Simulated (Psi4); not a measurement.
C5H8O2, charge -1, doublet (typed; the unrestricted solution is spin-contaminated), at a GFN2-xTB geometry (a state made from the parent by changing its charge; the spin is typed, not shown lowest) (a gas-phase anion, which may not be bound at this level), atoms displaced at random by about 0.03 Å a coordinate; HF/STO-3G, gradient in Psi4.

Here is a job for Psi4.
```
memory 2 GB

molecule mol {
-1 2
C     2.599312    0.036118    0.253548
C     1.159248   -0.461100    0.160331
O     0.922880   -1.707590    0.305388
C     0.270652    0.543752   -0.057344
C    -1.086224    0.497056   -0.165806
C    -1.966098   -0.749235   -0.083186
O    -1.939100    1.675496   -0.384933
H     2.944860    0.494680   -0.600404
H     2.732106    0.721684    1.128609
H     3.292097   -0.872453    0.471102
H     0.715135    1.589972   -0.050361
H    -2.662288   -0.778088    0.684740
H    -2.471892   -0.927823   -1.016447
H    -1.189516   -1.570627    0.026001
H    -1.249147    2.412561   -0.406375
symmetry c1
no_reorient
no_com
}

set {
  basis sto-3g
  reference uhf
}

gradient('scf')
print_variables()
```

What the program printed (banner, timings and long lists left out):

```
gradient() will perform analytic gradient computation.

   => Loading Basis Set <=

    Name: STO-3G
    Role: ORBITAL
    Keyword: BASIS

         ---------------------------------------------------------
                                   SCF
               by Justin Turney, Rob Parrish, Andy Simmonett
                          and Daniel G. A. Smith
                              UHF Reference
         ---------------------------------------------------------

  ==> Geometry <==

    Molecular point group: c1
    Full point group: C1

    Geometry (in Angstrom), charge = -1, multiplicity = 2:

       Center              X                  Y                   Z               Mass
    ------------   -----------------  -----------------  -----------------  -----------------
         C            2.599312000000     0.036118000000     0.253548000000    12.000000000000
         C            1.159248000000    -0.461100000000     0.160331000000    12.000000000000
         O            0.922880000000    -1.707590000000     0.305388000000    15.994914619570
         C            0.270652000000     0.543752000000    -0.057344000000    12.000000000000
         C           -1.086224000000     0.497056000000    -0.165806000000    12.000000000000
         C           -1.966098000000    -0.749235000000    -0.083186000000    12.000000000000
         O           -1.939100000000     1.675496000000    -0.384933000000    15.994914619570
         H            2.944860000000     0.494680000000    -0.600404000000     1.007825032230
         H            2.732106000000     0.721684000000     1.128609000000     1.007825032230
         H            3.292097000000    -0.872453000000     0.471102000000     1.007825032230
         H            0.715135000000     1.589972000000    -0.050361000000     1.007825032230
         H           -2.662288000000    -0.778088000000     0.684740000000     1.007825032230
         H           -2.471892000000    -0.927823000000    -1.016447000000     1.007825032230
         H           -1.189516000000    -1.570627000000     0.026001000000     1.007825032230
         H           -1.249147000000     2.412561000000    -0.406375000000     1.007825032230

  Running in c1 symmetry.

  Rotational constants: A =      0.16592  B =      0.05472  C =      0.04177 [cm^-1]
  Rotational constants: A =   4974.21886  B =   1640.39228  C =   1252.33979 [MHz]
  Nuclear repulsion =  289.315763305491373

  Charge       = -1
  Multiplicity = 2
  Electrons    = 55
  Nalpha       = 28
  Nbeta        = 27

  ==> Algorithm <==

  SCF Algorithm Type is DF.
  DIIS enabled.
  MOM disabled.
  Fractional occupation disabled.
  Guess Type is SAD.
  Energy threshold   = 1.00e-08
  Density threshold  = 1.00e-08
  Integral threshold = 1.00e-12

  ==> Primary Basis <==

  Basis Set: STO-3G
    Blend: STO-3G
    Number of shells: 29
    Number of basis functions: 43
    Number of Cartesian functions: 43
    Spherical Harmonics?: true
    Max angular momentum: 1

   => Loading Basis Set <=

    Name: (STO-3G AUX)
    Role: JKFIT
    Keyword: DF_BASIS_SCF

  ==> Integral Setup <==

  SCF_SUBTYPE=INCORE selected. In-core MEM_DF algorithm will be used.
  Using in-core AOs.

  ==> MemDFJK: Density-Fitted J/K Matrices <==

    J tasked:                   Yes
    K tasked:                   Yes
    wK tasked:                   No
    Algorithm:                 Core
    Schwarz Cutoff:           1E-12
    Mask sparsity (%):       2.0552
    Fitting Condition:        1E-10

   => Auxiliary Basis Set <=

  Basis Set: (STO-3G AUX)
    Blend: DEF2-UNIVERSAL-JKFIT
    Number of shells: 223
    Number of basis functions: 673
    Number of Cartesian functions: 791
    Spherical Harmonics?: true
    Max angular momentum: 4

  Minimum eigenvalue in the overlap matrix is 1.8701393291E-01.
  Reciprocal condition number of the overlap matrix is 7.7438249505E-02.
    Using symmetric orthogonalization.

  ==> Pre-Iterations <==

  SCF Guess: Superposition of Atomic Densities via on-the-fly atomic UHF (no occupation information).

   -------------------------
    Irrep   Nso     Nmo
   -------------------------
     A         43      43
   -------------------------
    Total      43      43
   -------------------------

  ==> Iterations <==

                           Total Energy        Delta E     RMS |[F,P]|

   @DF-UHF iter SAD:  -334.12419324781627   -3.34124e+02   0.00000e+00
   @DF-UHF iter   1:  -338.91031452084911   -4.78612e+00   1.07595e-02 DIIS/ADIIS
   @DF-UHF iter   2:  -339.06261050892891   -1.52296e-01   6.27611e-03 DIIS/ADIIS
   @DF-UHF iter   3:  -339.10972906708247   -4.71186e-02   1.50191e-03 DIIS/ADIIS
   @DF-UHF iter   4:  -339.11741047549651   -7.68141e-03   8.75775e-04 DIIS/ADIIS
   @DF-UHF iter   5:  -339.12112233746029   -3.71186e-03   6.10548e-04 DIIS/ADIIS
   @DF-UHF iter   6:  -339.12416440688605   -3.04207e-03   3.72031e-04 DIIS/ADIIS
   @DF-UHF iter   7:  -339.12518103406529   -1.01663e-03   1.66920e-04 DIIS/ADIIS
   @DF-UHF iter   8:  -339.12540338141082   -2.22347e-04   8.24481e-05 DIIS
   @DF-UHF iter   9:  -339.12545448074980   -5.10993e-05   5.29105e-05 DIIS
   @DF-UHF iter  10:  -339.12548263237585   -2.81516e-05   2.39261e-05 DIIS
   @DF-UHF iter  11:  -339.12548769430413   -5.06193e-06   1.07373e-05 DIIS
   @DF-UHF iter  12:  -339.12548830710648   -6.12802e-07   5.86699e-06 DIIS
   @DF-UHF iter  13:  -339.12548856200101   -2.54895e-07   2.42735e-06 DIIS
   @DF-UHF iter  14:  -339.12548859722301   -3.52220e-08   9.47459e-07 DIIS
   @DF-UHF iter  15:  -339.12548860075481   -3.53180e-09   5.02801e-07 DIIS
   @DF-UHF iter  16:  -339.12548860218840   -1.43359e-09   1.69187e-07 DIIS
   @DF-UHF iter  17:  -339.12548860232459   -1.36197e-10   7.01934e-08 DIIS
   @DF-UHF iter  18:  -339.12548860234739   -2.27942e-11   3.68280e-08 DIIS
   @DF-UHF iter  19:  -339.12548860235535   -7.95808e-12   1.65427e-08 DIIS
   @DF-UHF iter  20:  -339.12548860235677   -1.42109e-12   9.73910e-09 DIIS
[...]
    ---------------------

    Alpha Occupied:

[...]
      28A      0.111178

    Alpha Virtual:

[...]
    Beta Occupied:

[...]
    Beta Virtual:

[...]
      43A      1.408832

    Final Occupation by Irrep:
              A
    DOCC [    27 ]
    SOCC [     1 ]
    NA   [    28 ]
    NB   [    27 ]

  @DF-UHF Final Energy:  -339.12548860235677

   => Energetics <=

    Nuclear Repulsion Energy =            289.3157633054913731
    One-Electron Energy =               -1052.8370335033455376
    Two-Electron Energy =                 424.3957815954973967
    Total Energy =                       -339.1254886023567678

  UHF NO Occupations:
  HONO-2 :   26  A 1.9978719
  HONO-1 :   27  A 1.9019395
  HONO-0 :   28  A 1.0000000
  LUNO+0 :   29  A 0.0980605
  LUNO+1 :   30  A 0.0021281
  LUNO+2 :   31  A 0.0009221
  LUNO+3 :   32  A 0.0006282

Computation Completed

Properties will be evaluated at   0.000000,   0.000000,   0.000000 [a0]

Properties computed using the SCF density matrix

 Multipole Moments:

 ------------------------------------------------------------------------------------
     Multipole            Electronic (a.u.)      Nuclear  (a.u.)        Total (a.u.)
 ------------------------------------------------------------------------------------

 L = 1.  Multiply by 2.5417464519 to convert [e a0] to [Debye]
 Dipole X            :          0.1875981           -0.2968098           -0.1092117
 Dipole Y            :          0.7423832            0.0239995            0.7663827
 Dipole Z            :         -0.5813585            0.4644248           -0.1169338
 Magnitude           :                                                    0.7829068

 ------------------------------------------------------------------------------------

         ------------------------------------------------------------
                                   SCF GRAD
                          Rob Parrish, Justin Turney,
                       Andy Simmonett, and Alex Sokolov
         ------------------------------------------------------------

  ==> Geometry <==

    Molecular point group: c1
    Full point group: C1

    Geometry (in Angstrom), charge = -1, multiplicity = 2:

       Center              X                  Y                   Z               Mass
    ------------   -----------------  -----------------  -----------------  -----------------
         C            2.599312000000     0.036118000000     0.253548000000    12.000000000000
         C            1.159248000000    -0.461100000000     0.160331000000    12.000000000000
         O            0.922880000000    -1.707590000000     0.305388000000    15.994914619570
         C            0.270652000000     0.543752000000    -0.057344000000    12.000000000000
         C           -1.086224000000     0.497056000000    -0.165806000000    12.000000000000
         C           -1.966098000000    -0.749235000000    -0.083186000000    12.000000000000
         O           -1.939100000000     1.675496000000    -0.384933000000    15.994914619570
         H            2.944860000000     0.494680000000    -0.600404000000     1.007825032230
         H            2.732106000000     0.721684000000     1.128609000000     1.007825032230
         H            3.292097000000    -0.872453000000     0.471102000000     1.007825032230
         H            0.715135000000     1.589972000000    -0.050361000000     1.007825032230
         H           -2.662288000000    -0.778088000000     0.684740000000     1.007825032230
         H           -2.471892000000    -0.927823000000    -1.016447000000     1.007825032230
         H           -1.189516000000    -1.570627000000     0.026001000000     1.007825032230
         H           -1.249147000000     2.412561000000    -0.406375000000     1.007825032230

  Nuclear repulsion =  289.315763305491373

  ==> Basis Set <==

  Basis Set: STO-3G
    Blend: STO-3G
    Number of shells: 29
    Number of basis functions: 43
    Number of Cartesian functions: 43
    Spherical Harmonics?: true
    Max angular momentum: 1

  ==> DFJKGrad: Density-Fitted SCF Gradients <==

    Gradient:                    1
    J tasked:                  Yes
    K tasked:                  Yes
    wK tasked:                  No
    Integrals threads:           1
    Schwarz Cutoff:          1E-12
    Fitting Condition:       1E-10

   => Auxiliary Basis Set <=

  Basis Set: (STO-3G AUX)
    Blend: DEF2-UNIVERSAL-JKFIT
    Number of shells: 223
    Number of basis functions: 673
    Number of Cartesian functions: 791
    Spherical Harmonics?: true
    Max angular momentum: 4

  -Total Gradient:
     Atom            X                  Y                   Z
    ------   -----------------  -----------------  -----------------
       1       -0.034950383441     0.067520684425    -0.091855942492
       2       -0.031379616387     0.008960661505    -0.001400727074
       3        0.008340091635     0.036335830760    -0.002126782951
       4       -0.006562447812    -0.085287504120     0.000074733899
       5        0.085976308171    -0.020669770073     0.004016860677
       6       -0.095660908946     0.028462203858     0.040395187897
       7       -0.044590730251     0.005573967119    -0.005038770577
       8       -0.021622261352    -0.031009252490     0.049319314821
       9       -0.001509032279     0.009641199667     0.023019530808
      10        0.029671998393    -0.044846085131     0.012916413841
      11        0.018558334476     0.036602172080     0.005766434011
      12        0.031552908263    -0.001879156162    -0.040659414930
      13        0.010599194741     0.000907163120     0.008631876595
      14        0.034378369528    -0.020009707721    -0.003481927741
      15        0.017198175261     0.009697593165     0.000423213217

  Variable Map:
  ----------------------------------------------------------------------------
[...]
  Array Variable Map:
  ----------------------------------------------------------------------------
[...]
[...]
```
